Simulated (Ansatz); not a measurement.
This geometry of C3H7AlSi (12 atoms, charge 0, multiplicity 1) is a first-order saddle point.

The calculation used RKS PBE0/STO-3G in Ansatz.

```xyz
12
Properties=species:S:1:pos:R:3
C -1.033 2.265 0.583
C -0.732 1.194 0.128
C -0.346 -0.135 -0.375
Al -0.869 -1.487 0.897
Si 1.483 -0.176 -0.818
H -1.305 3.224 0.984
H -0.909 -0.323 -1.304
H -2.089 -1.284 1.740
H -0.038 -2.731 0.990
H 1.810 -1.468 -1.374
H 2.283 0.025 0.367
H 1.821 0.841 -1.785
```

**Question.** Which two structures does it join? (They come from a converged band through this point; their orientation in space is the band's.)

**Answer.** No bond is made or broken. The dihedral Si5–C3–Al4–H9 goes from 39 to -142°. The two ends are copies of one structure, up to a mirror image or an exchange of like atoms.

Image 0:

```xyz
12
Properties=species:S:1:pos:R:3
C -0.579 2.177 1.033
C -0.495 1.195 0.344
C -0.404 -0.063 -0.419
Al -0.959 -1.329 0.917
Si 1.317 -0.312 -1.130
H -0.653 3.064 1.637
H -1.130 -0.022 -1.244
H -2.387 -1.782 0.935
H 0.047 -1.797 1.922
H 1.370 -1.595 -1.793
H 2.300 -0.304 -0.075
H 1.650 0.712 -2.092
```

Image 8:

```xyz
12
Properties=species:S:1:pos:R:3
C -0.586 2.183 1.028
C -0.499 1.196 0.345
C -0.404 -0.063 -0.416
Al -0.958 -1.339 0.911
Si 1.319 -0.308 -1.123
H -0.660 3.073 1.627
H -1.127 -0.022 -1.243
H 0.045 -1.799 1.924
H -2.381 -1.805 0.917
H 1.377 -1.591 -1.785
H 2.300 -0.296 -0.066
H 1.651 0.717 -2.085
```

**Question.** How far does it lie above each of them?

**Answer.** 0.049 eV above the first and 0.049 eV above the second. This is the barrier of this one path; another mechanism may lie lower. Limits of this set-up: minimal basis.

Run time: 2.4 min on 1 thread of Arm Neoverse V1, with other jobs on the host, peak memory 0.11 GiB.
